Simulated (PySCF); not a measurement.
Compound: C₅H₄F₂O₂.
SMILES: `O=C(F)[C@H]1C[C@H]1C(=O)F`

Torsions of this conformer, `[O:1]=[C:2]([F:3])[C@H:4]1[CH2:5][C@H:6]1[C:7](=[O:8])[F:9]`: O1–C2–C4–C5 -17°, C5–C6–C7–O8 10°.

The closed-shell ground state was solved at several levels (PySCF, density fitting, gas phase, non-relativistic). The structure is a single GFN2-xTB conformer in the gas phase; no vibrational or solvent corrections.

```csv
level,basis functions,total energy (Eh),HOMO (eV),LUMO (eV),gap (eV),dipole (D)
PBE0/pcSseg-1,173,-542.4477,-9.07,-1.39,7.68,5.13
CAM-B3LYP/def2-SVPD,224,-542.4973,-10.68,-0.34,10.34,5.25
```

(1) Estimate the row for B3LYP/pcJ-1, a basis of 283 functions; the other rows only guide the guess.

(2) Over all these levels, which gives the widest orbital gap and which the narrowest?

(3) How far do the dipole and the HOMO energy spread over the levels?

Answers

(1) Total energy -543.0731 Eh, HOMO -8.78 eV, LUMO -1.62 eV, gap 7.16 eV, dipole 5.16 D.

(2) CAM-B3LYP/def2-SVPD (range-separated hybrid) has the widest, 10.34 eV, and B3LYP/pcJ-1 (global hybrid, 20 % exact exchange) the narrowest, 7.16 eV. Functional and basis both differ between the two, so the spread mixes both effects.

(3) The dipole runs from 5.13 to 5.25 D (mean 5.18 D) and the HOMO from -10.68 to -8.78 eV.
